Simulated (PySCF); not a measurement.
Working out the ionisation energy of Cu

Cu [Ar] 3d10 4s1 (2S) → Cu⁺ [Ar] 3d10 (1S). Computed with PySCF 2.14 in pcseg-2 (6s4p3d2f1g, 56 functions), with the non-relativistic Hamiltonian (point nucleus). Frozen: [Ar]. Energies in hartree (1 hartree = 27.21139 eV):

```csv
part,Cu (lower),Cu⁺ (upper)
UHF,-1638.930755,-1638.695180
MP2 opposite-spin,-0.275986,-0.256843
MP2 same-spin,-0.164577,-0.150925
```

Problem. What does Hartree-Fock give?

Solution. (-1638.695180) − (-1638.930755) = 0.235575 hartree = 6.410 eV.

Problem. What do MP2 and SCS-MP2 (6/5 opposite-spin, 1/3 same-spin) give?

Solution. The opposite-spin parts differ by 0.521 eV and the same-spin parts by 0.371 eV. MP2: 6.410 + (0.521) + (0.371) = 7.302 eV. SCS-MP2: 6.410 + 1.2 × (0.521) + (0.371)/3 = 7.159 eV.

Measured between the centres of the two terms (NIST): 7.726 eV, so MP2 (valence) is off by -0.424 eV.

The calculation is non-relativistic.

What remains against the reference includes basis incompleteness, the frozen core and correlation beyond second order.
